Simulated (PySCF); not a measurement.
Species: C5HF6N.
InChI=1S/C5HF6N/c6-4(7,8)3(1-2-12)5(9,10)11/h1H

Theory: TDDFT PBE0/def2-SVPD, vertical, gas phase, core orbitals frozen in the response in PySCF 2.14.0, density-fitted response routines. Isolated species at its PBE0-D3(BJ)/def2-SVP geometry, gas phase. Torsions of this conformer, `[N:1]#[C:2][CH:3]=[C:4]([C:5]([F:6])([F:7])[F:8])[C:9]([F:10])([F:11])[F:12]`: C3–C4–C5–F6 180°, C3–C4–C9–F10 120°.

Each state is given a Gaussian of 0.25 eV full width at half maximum, with ε(max) = 2.175×10⁸ f / Δν̃ (Δν̃ the width in cm⁻¹). The width is an assumption, not a result. The curve ends short of the highest state used, and states not computed would add to its high-energy end.

```json
{"λ (nm)": "176.5", "ε (L mol⁻¹ cm⁻¹)": "67"}
{"λ (nm)": "177.7", "ε (L mol⁻¹ cm⁻¹)": "38"}
{"λ (nm)": "178.8", "ε (L mol⁻¹ cm⁻¹)": "23"}
{"λ (nm)": "179.9", "ε (L mol⁻¹ cm⁻¹)": "25"}
{"λ (nm)": "181.1", "ε (L mol⁻¹ cm⁻¹)": "53"}
{"λ (nm)": "182.2", "ε (L mol⁻¹ cm⁻¹)": "114"}
{"λ (nm)": "183.4", "ε (L mol⁻¹ cm⁻¹)": "228"}
{"λ (nm)": "184.5", "ε (L mol⁻¹ cm⁻¹)": "369"}
{"λ (nm)": "185.6", "ε (L mol⁻¹ cm⁻¹)": "517"}
{"λ (nm)": "186.8", "ε (L mol⁻¹ cm⁻¹)": "635"}
{"λ (nm)": "187.9", "ε (L mol⁻¹ cm⁻¹)": "664"}
{"λ (nm)": "189.1", "ε (L mol⁻¹ cm⁻¹)": "600"}
{"λ (nm)": "190.2", "ε (L mol⁻¹ cm⁻¹)": "479"}
{"λ (nm)": "191.4", "ε (L mol⁻¹ cm⁻¹)": "325"}
{"λ (nm)": "192.5", "ε (L mol⁻¹ cm⁻¹)": "203"}
{"λ (nm)": "193.6", "ε (L mol⁻¹ cm⁻¹)": "116"}
{"λ (nm)": "194.8", "ε (L mol⁻¹ cm⁻¹)": "73"}
{"λ (nm)": "195.9", "ε (L mol⁻¹ cm⁻¹)": "98"}
{"λ (nm)": "197.1", "ε (L mol⁻¹ cm⁻¹)": "262"}
{"λ (nm)": "198.2", "ε (L mol⁻¹ cm⁻¹)": "680"}
{"λ (nm)": "199.4", "ε (L mol⁻¹ cm⁻¹)": "1731"}
{"λ (nm)": "200.5", "ε (L mol⁻¹ cm⁻¹)": "3630"}
{"λ (nm)": "201.6", "ε (L mol⁻¹ cm⁻¹)": "6826"}
{"λ (nm)": "202.8", "ε (L mol⁻¹ cm⁻¹)": "12046"}
{"λ (nm)": "203.9", "ε (L mol⁻¹ cm⁻¹)": "18210"}
{"λ (nm)": "205.1", "ε (L mol⁻¹ cm⁻¹)": "25523"}
{"λ (nm)": "206.2", "ε (L mol⁻¹ cm⁻¹)": "31455"}
{"λ (nm)": "207.4", "ε (L mol⁻¹ cm⁻¹)": "35535"}
{"λ (nm)": "208.5", "ε (L mol⁻¹ cm⁻¹)": "36173"}
{"λ (nm)": "209.6", "ε (L mol⁻¹ cm⁻¹)": "33752"}
{"λ (nm)": "210.8", "ε (L mol⁻¹ cm⁻¹)": "28428"}
{"λ (nm)": "211.9", "ε (L mol⁻¹ cm⁻¹)": "22304"}
{"λ (nm)": "213.1", "ε (L mol⁻¹ cm⁻¹)": "15645"}
{"λ (nm)": "214.2", "ε (L mol⁻¹ cm⁻¹)": "10437"}
{"λ (nm)": "215.3", "ε (L mol⁻¹ cm⁻¹)": "6466"}
{"λ (nm)": "216.5", "ε (L mol⁻¹ cm⁻¹)": "3536"}
{"λ (nm)": "217.6", "ε (L mol⁻¹ cm⁻¹)": "1891"}
{"λ (nm)": "218.8", "ε (L mol⁻¹ cm⁻¹)": "885"}
{"λ (nm)": "219.9", "ε (L mol⁻¹ cm⁻¹)": "413"}
{"λ (nm)": "221.1", "ε (L mol⁻¹ cm⁻¹)": "167"}
{"λ (nm)": "222.2", "ε (L mol⁻¹ cm⁻¹)": "68"}
{"λ (nm)": "223.3", "ε (L mol⁻¹ cm⁻¹)": "26"}
{"λ (nm)": "224.5", "ε (L mol⁻¹ cm⁻¹)": "9"}
{"λ (nm)": "225.6", "ε (L mol⁻¹ cm⁻¹)": "3"}
{"λ (nm)": "226.8", "ε (L mol⁻¹ cm⁻¹)": "1"}
{"λ (nm)": "227.9", "ε (L mol⁻¹ cm⁻¹)": "0"}
{"λ (nm)": "229.1", "ε (L mol⁻¹ cm⁻¹)": "0"}
{"λ (nm)": "230.2", "ε (L mol⁻¹ cm⁻¹)": "0"}
{"λ (nm)": "231.3", "ε (L mol⁻¹ cm⁻¹)": "0"}
{"λ (nm)": "232.5", "ε (L mol⁻¹ cm⁻¹)": "0"}
{"λ (nm)": "233.6", "ε (L mol⁻¹ cm⁻¹)": "0"}
{"λ (nm)": "234.8", "ε (L mol⁻¹ cm⁻¹)": "0"}
{"λ (nm)": "235.9", "ε (L mol⁻¹ cm⁻¹)": "0"}
{"λ (nm)": "237.1", "ε (L mol⁻¹ cm⁻¹)": "0"}
{"λ (nm)": "238.2", "ε (L mol⁻¹ cm⁻¹)": "0"}
{"λ (nm)": "239.3", "ε (L mol⁻¹ cm⁻¹)": "0"}
```

(1) Locate the maxima and give the states behind the curve.

(2) Coming from long wavelengths, where does ε first pass 100 L mol⁻¹ cm⁻¹?

(3) On this curve, what absorbance would a 10⁻³ mol/L sample give at 222 nm over a 1 cm path?

(4) Does any computed singlet lie in the visible range?

Results:

(1) 208 nm (5.96 eV), ε about 36000, made up of S2 (100%); 188 nm (6.60 eV), ε about 670, made up of S3 (100%) (ε in L mol⁻¹ cm⁻¹; maxima over ε = 5, shares over 10%). At its high-energy end, 7.02 eV, the curve is still rising (ε about 64, from S4). The states used: S1 5.56 eV (f 0.0000); S2 5.96 eV (f 0.337); S3 6.60 eV (f 0.0062); S4 7.14 eV (f 0.0012); S5 7.40 eV (f 0.0002); S6 7.62 eV (f 0.117).

(2) At about 222 nm (5.59 eV), 0.04 eV above S1.

(3) 222 nm is 5.585 eV, where ε is about 81 L mol⁻¹ cm⁻¹, so A = ε c l ≈ 0.081 (Beer–Lambert, with the gas-phase spectrum and the assumed width).

(4) No computed singlet lies in the visible range (380 to 750 nm); the lowest, at 223 nm, stands 2.29 eV above its violet end (3.26 eV).

The run took about 4 min of CPU time (grids of density and orbitals included) (one thread, shared machine).
